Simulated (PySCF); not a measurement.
Isomers of C5H7FOSi, mass 130.025 u with the commonest isotopes. Theory: wB97X-D/def2-SVPD in PySCF (dipole) on a GFN2-xTB geometry, gas phase. One conformer each, none proved a minimum here; rigid rotors.

Question: Order these by radius of gyration √(Σ m r²/M), largest first.
A. `[CH3:1][O:2]/[C:3]([F:4])=[CH:5]\[C:6]#[C:7][SiH3:8]` with C1–O2–C3–F4 0°
B. `[O:1]=[C:2]1[CH2:3][CH:4]=[C:5]([SiH2:6][F:7])[CH2:8]1` with C4–C5–Si6–F7 -1°
C. `[CH2:1]=[CH:2][SiH2:3]/[C:4]([F:5])=[CH:6]\[CH:7]=[O:8]` with C1–C2–Si3–C4 -178°, C2–Si3–C4–F5 -110°, C4–C6–C7–O8 0°

Answer: A (2.699 Å), B (2.281 Å), C (2.058 Å).

Question: Order these by rotational constant A, largest first.
A. `[CH3:1][O:2]/[C:3]([F:4])=[CH:5]\[C:6]#[C:7][SiH3:8]` with C1–O2–C3–F4 0°
B. `[O:1]=[C:2]1[CH2:3][CH:4]=[C:5]([SiH2:6][F:7])[CH2:8]1` with C4–C5–Si6–F7 -1°
C. `[CH2:1]=[CH:2][SiH2:3]/[C:4]([F:5])=[CH:6]\[CH:7]=[O:8]` with C1–C2–Si3–C4 -178°, C2–Si3–C4–F5 -110°, C4–C6–C7–O8 0°

Answer: B (4989 MHz), A (4387 MHz), C (2375 MHz).

Question: Order these by dipole moment, largest first.
A. `[CH3:1][O:2]/[C:3]([F:4])=[CH:5]\[C:6]#[C:7][SiH3:8]` with C1–O2–C3–F4 0°
B. `[CH2:1]=[CH:2][SiH2:3]/[C:4]([F:5])=[CH:6]\[CH:7]=[O:8]` with C1–C2–Si3–C4 -178°, C2–Si3–C4–F5 -110°, C4–C6–C7–O8 0°
C. `[O:1]=[C:2]1[CH2:3][CH:4]=[C:5]([SiH2:6][F:7])[CH2:8]1` with C4–C5–Si6–F7 -1°

Answer: A (2.56 D), B (1.96 D), C (1.19 D).

| SMILES | point group | Ia (u·Å²) | Ib (u·Å²) | Ic (u·Å²) | κ | μa (D) | μb (D) | μc (D) |
| --- | --- | --- | --- | --- | --- | --- | --- | --- |
| CO/C(F)=C\C#C[SiH3] | Cs | 115.20 | 836.81 | 942.97 | -0.96 | 2.27 | 1.18 | 0.00 |
| O=C1CC=C([SiH2]F)C1 | Cs | 101.30 | 581.61 | 670.67 | -0.95 | 1.19 | 0.04 | 0.02 |
| C=C[SiH2]/C(F)=C\C=O | C1 | 212.79 | 373.76 | 515.37 | -0.47 | 1.17 | 1.24 | 0.97 |
